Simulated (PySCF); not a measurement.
## Core-level binding energies of `C[C+]1CCCCC1`

Compound: C₇H₁₃ (charge +1).
Atom-mapped SMILES: `[CH3:1][C+:2]1[CH2:3][CH2:4][CH2:5][CH2:6][CH2:7]1`

Computed, not measured: delta-SCF UKS SCAN, pcX-2 on the ionised atom, pcseg-1 elsewhere, spin-free X2C (PySCF 2.14.0). Each binding energy is the total energy of the core-ionised species, with the hole localised on one atom, minus that of the ground state; both are solved self-consistently, so orbital relaxation is included.

What binding energy does each computed site have?

```json
{"atom(s)": "C5", "environment": "ring CH2 carbon", "level": "C 1s", "binding energy (eV)": "294.79", "above the level's lowest (eV)": "0.00", "count": "1"}
{"atom(s)": "C4/C6", "environment": "ring CH2 carbon", "level": "C 1s", "binding energy (eV)": "295.11", "above the level's lowest (eV)": "+0.32", "count": "2"}
{"atom(s)": "C3/C7", "environment": "ring CH2 carbon", "level": "C 1s", "binding energy (eV)": "296.19", "above the level's lowest (eV)": "+1.40", "count": "2"}
{"atom(s)": "C1", "environment": "methyl carbon", "level": "C 1s", "binding energy (eV)": "296.34", "above the level's lowest (eV)": "+1.55", "count": "1"}
```

The listed C 1s values span 1.55 eV, from C5 (bonded to 2 C and 2 H) to C1 (bonded to C and 3 H).

Which photon wavelength matches the C 1s of C4/C6 threshold?

λ = hc/E = 12398.42 eV Å / 295.11 eV = 42.013 Å.

Which photon energy gives electrons from C 1s of C4/C6 a kinetic energy of 150 eV, and what is their de Broglie wavelength?

hν = 295.11 + 150 = 445.11 eV, recoil neglected; λ = 12.264 Å/√(E/eV) = 1.00 Å.

Atoms equivalent by their bonding share one computed value, that of the first of them. The list is incomplete; no value stands for C 1s of C2 (hole states with ⟨S²⟩ of 1 or more are left out). The species carries charge +1, so core ionisation leaves charge +2. Geometry: PBE0-D3(BJ)/def2-SVP, one conformer, isolated ion.
